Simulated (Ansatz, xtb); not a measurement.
Noncovalent pair: C2H2 (SMILES C#C) (first 4 atoms) with N2 (SMILES N#N); geometry from B3LYP-D3(BJ)/def2-TZVP, rigid monomers moved along the line of their centres of mass till H4···N6 is 2.99 Å.
(charge 0, multiplicity 1):
```json
[
 {"atom": "C", "x (Å)": "-0.4374", "y (Å)": "0.4278", "z (Å)": "-1.0306"},
 {"atom": "C", "x (Å)": "-0.0409", "y (Å)": "0.0401", "z (Å)": "0.0303"},
 {"atom": "H", "x (Å)": "-0.7903", "y (Å)": "0.7730", "z (Å)": "-1.9716"},
 {"atom": "H", "x (Å)": "0.3088", "y (Å)": "-0.3019", "z (Å)": "0.9744"},
 {"atom": "N", "x (Å)": "0.5019", "y (Å)": "-0.4929", "z (Å)": "5.0238"},
 {"atom": "N", "x (Å)": "0.5755", "y (Å)": "-0.5639", "z (Å)": "3.9380"}
]
```

Monomers are frozen at their geometry in the pair; levels with a basis set take the counterpoise correction.

Cores are frozen in the correlated methods. CBS(a, b) extrapolates the correlation energy as X⁻³ and adds the Hartree–Fock energy of set b.

Codes used: Ansatz (Gaussian orbitals); xtb for the GFN methods. 

Problem. Predict the interaction energy from GFN-FF.

Solution. -0.4 kcal/mol

Ansatz is a first-principles code.
